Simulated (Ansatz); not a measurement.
Two isomers of C2H9InSi: A = `C[CH]([SiH3])[InH2]`, B = `[SiH3]C[CH2][InH2]`.

Program: Ansatz. Geometries: PBE0-D4/def2-TZVP. ΔE: electronic, gas phase. CCSD(T)/CBS is the MP2 limit (def2-TZVPP, def2-QZVPP) plus CCSD(T) − MP2 in def2-TZVPP, frozen cores. DFT in def2-TZVPP. B3LYP here is the variant with VWN-RPA as its local correlation; programs differ in this. def2 core potentials past Kr. For In outer-core shells are correlated without core-valence functions, which leaves a few kJ/mol of doubt a bond. Each species was taken in one conformer, which may not be the lowest.

A:

```xyz
13

C     0.014   -1.446    0.652
C    -0.454   -0.201   -0.106
Si    0.700    0.263   -1.495
In   -0.727    1.525    1.190
H    -0.682   -1.739    1.444
H     0.985   -1.285    1.129
H     0.124   -2.309   -0.014
H    -1.436   -0.368   -0.565
H     0.968   -0.885   -2.411
H     0.139    1.387   -2.296
H     2.018    0.708   -0.952
H    -1.659    2.883    0.671
H     0.010    1.468    2.754
```

B:

Z-matrix (Å, degrees):
```
Si
C 1 1.868
H 1 1.487 2 115.8
H 1 1.487 2 112.0 3 126.5
H 1 1.513 2 105.5 3 -118.6
C 2 1.533 1 108.5 3 168.5
H 2 1.096 1 107.6 3 48.6
H 2 1.097 1 110.8 3 -67.3
In 6 2.185 2 109.8 1 -53.6
H 6 1.093 2 110.9 1 67.0
H 6 1.094 2 111.2 1 -174.3
H 9 1.727 6 122.6 2 129.4
H 9 1.733 6 116.5 2 -54.5
```

Q: Which is lower in electronic energy at CCSD(T)/CBS, and by how much? (Best estimate.)

A: The calculation gave: A, by 1.3 kcal/mol.

Q: Give E(B) − E(A) in kcal/mol with CCSD(T)/def2-SVP, CCSD(T)/def2-TZVPP, MP2/def2-TZVPP, B3LYP, HF/def2-TZVPP, CCSD/def2-TZVPP, LDA (SPW92). (An estimate is asked.)

A: Computed: CCSD(T)/def2-SVP 2.5, CCSD(T)/def2-TZVPP 1.5, MP2/def2-TZVPP 1.8, B3LYP 1.9, HF/def2-TZVPP 3.1, CCSD/def2-TZVPP 1.7, LDA (SPW92) -0.7. The order is the other way round with LDA (SPW92).

Q: Does the order hold for the free energy at 298.15 K (harmonic terms from PBE0-D4)? (Estimate.)

A: Ansatz gave: Yes: G(B) − G(A) = +2.3 kcal/mol, for one conformer each.

Largest T1 diagnostic: 0.013.

Leaving LDA and LC-ωPBE aside and taking each functional with its dispersion term where it has one, the values, not all of them listed here, spread over 0.9 kcal/mol, from ωB97M-V to B2PLYP. LDA lies −1.9 kcal/mol from PBE without D4. At CCSD(T), def2-SVP lies +1.2 kcal/mol from the extrapolated value and def2-TZVPP +0.2 kcal/mol.
